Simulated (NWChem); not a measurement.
System: CH₃ClO₂Si; SMILES [SiH2](C(O)=O)Cl

```xyz
8

O     -0.6805    -2.2895    -0.3311
C      0.0290    -1.3197    -0.1590
O      1.3072    -1.3984     0.2600
Si    -0.6899     0.4286    -0.4971
Cl     0.6578     1.9624    -0.1464
H      1.5095    -2.3503     0.3812
H     -1.8541     0.5894     0.3996
H     -1.0966     0.4537    -1.9182
```
Atoms are numbered in this order, from 1.

Computed with NWChem. Pople sets run with spherical d functions. All runs use the structure optimised with B3LYP/6-31G* (spherical d). Core excitations by TDA in a window of 1s orbitals, non-relativistic and unshifted: absolute energies depend strongly on the exact-exchange share.

Estimate the computed values for Cl K edge, PBE0/6-311G**. Quantities: first 1s excitation (eV); dipole oscillator strength of the first; first state with f > 0.002 (eV); dipole oscillator strength of that state.


```
Property                                   Value
----------------------------------------  ------
first 1s excitation (eV)                  2765.9
dipole oscillator strength of the first   0.0029
first state with f > 0.002 (eV)           2765.9
dipole oscillator strength of that state  0.0029
```
